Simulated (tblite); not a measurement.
Parent: `[CH3:1][C@@H:2]([F:3])[SiH2:4][CH:5]=[O:6]` with C1–C2–Si4–C5 63°, C2–Si4–C5–O6 -6°, C3H7FOSi.

The geometries are computed with GFN2-xTB (gas phase). One conformer each, not checked by frequencies here.

```csv
coordinate of the parent,value
C1–C2,1.521 Å
C2–F3,1.397 Å
C2–Si4,1.921 Å
Si4–C5,1.925 Å
C5=O6,1.204 Å
C1–C2–F3,108.9°
C1–C2–Si4,114.2°
F3–C2–Si4,107.9°
C2–Si4–C5,106.9°
Si4–C5–O6,124.2°
```

How does the shared frame change in `[CH3:1][CH2:2][O:3][Si@@H:4]([CH:5]=[O:6])[C@@H:7]([CH3:8])[F:9]` with C1–C2–O3–Si4 66°, C2–O3–Si4–C5 51°, O3–Si4–C5–O6 -20°, O3–Si4–C7–C8 70°, C5H11FO2Si? Atoms pair as C1 = C8, C2 = C7, F3 = F9, Si4 = Si4, C5 = C5, O6 = O6 (parent first).

| parent | relative | value in the relative | change |
| --- | --- | --- | --- |
| C1–C2 | C8–C7 | 1.518 Å | -0.003 |
| C2–F3 | C7–F9 | 1.396 Å | -0.001 |
| C2–Si4 | C7–Si4 | 1.917 Å | -0.004 |
| Si4–C5 | Si4–C5 | 1.925 Å | 0.000 |
| C5=O6 | C5=O6 | 1.208 Å | +0.004 |
| C1–C2–F3 | C8–C7–F9 | 108.5° | -0.4 |
| C1–C2–Si4 | C8–C7–Si4 | 114.0° | -0.2 |
| F3–C2–Si4 | F9–C7–Si4 | 107.1° | -0.8 |
| C2–Si4–C5 | C7–Si4–C5 | 108.9° | +2.0 |
| Si4–C5–O6 | Si4–C5–O6 | 122.1° | -2.1 |

Of the parent's bonds, C1–C2, C2–Si4 and C5–O6 change most and about equally (-0.004 to +0.004 Å). Bonds of the relative outside the shared frame: C1–C2 1.519, C2–O3 1.412, O3–Si4 1.610 Å. Point group C1 → C1.

How does the shared frame change in `[CH3:1][C@@H:2]([F:3])[Si@@H:4]([F:5])[CH:6]=[O:7]` with C1–C2–Si4–F5 -42°, C2–Si4–C6–O7 49°, C3H6F2OSi? Atoms pair as C1 = C1, C2 = C2, F3 = F3, Si4 = Si4, C5 = C6, O6 = O7 (parent first).

```json
{"parent": "C1–C2", "relative": "C1–C2", "value in the relative": "1.523 Å", "change": "+0.002"}
{"parent": "C2–F3", "relative": "C2–F3", "value in the relative": "1.394 Å", "change": "-0.003"}
{"parent": "C2–Si4", "relative": "C2–Si4", "value in the relative": "1.922 Å", "change": "+0.001"}
{"parent": "Si4–C5", "relative": "Si4–C6", "value in the relative": "1.920 Å", "change": "-0.005"}
{"parent": "C5=O6", "relative": "C6=O7", "value in the relative": "1.204 Å", "change": "0.000"}
{"parent": "C1–C2–F3", "relative": "C1–C2–F3", "value in the relative": "108.7°", "change": "-0.2"}
{"parent": "C1–C2–Si4", "relative": "C1–C2–Si4", "value in the relative": "114.2°", "change": "0.0"}
{"parent": "F3–C2–Si4", "relative": "F3–C2–Si4", "value in the relative": "108.0°", "change": "+0.1"}
{"parent": "C2–Si4–C5", "relative": "C2–Si4–C6", "value in the relative": "109.7°", "change": "+2.8"}
{"parent": "Si4–C5–O6", "relative": "Si4–C6–O7", "value in the relative": "125.0°", "change": "+0.8"}
```

Of the parent's bonds, Si4–C5 changes most (-0.005 Å). Bonds of the relative outside the shared frame: Si4–F5 1.615 Å. Point group C1 → C1.
